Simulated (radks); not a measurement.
The platinum ion Pt9+, 69 electrons, occupied as [Xe] 4f14 5d1. All-electron calculation, Dirac Kohn-Sham, LB94 model potential, spin-unpolarised, spherical densities, finite nucleus; open shells fill j = l - 1/2 first; Fermi nuclear charge, rms radius 5.427 fm. Program: a radial shooting solver on a logarithmic mesh with Libxc functionals.

Spin-orbit splittings of the eigenvalues, e(l+1/2) - e(l-1/2), with zeta = 2 splitting/(2l+1) and mean radii in bohr:

| shell | occ. | splitting (eV) | zeta (eV) | <r> j=l-1/2 | <r> j=l+1/2 |
|---|---|---|---|---|---|
| 2p | 6 | 1742 | 1162 | 0.05892 | 0.06736 |
| 3p | 6 | 382.6 | 255.1 | 0.1764 | 0.1918 |
| 3d | 10 | 82.69 | 33.08 | 0.1672 | 0.1719 |
| 4p | 6 | 90.61 | 60.41 | 0.4178 | 0.4519 |
| 4d | 10 | 16.94 | 6.776 | 0.4611 | 0.4723 |
| 4f | 14 | 3.568 | 1.019 | 0.5038 | 0.5105 |
| 5p | 6 | ? | ? | 0.9770 | 1.052 |
| 5d | 1 | 2.585 | 1.034 | 1.224 | 1.248 |

Estimate the 5p splitting.

Answer. 17.70 eV (zeta = 11.80 eV).
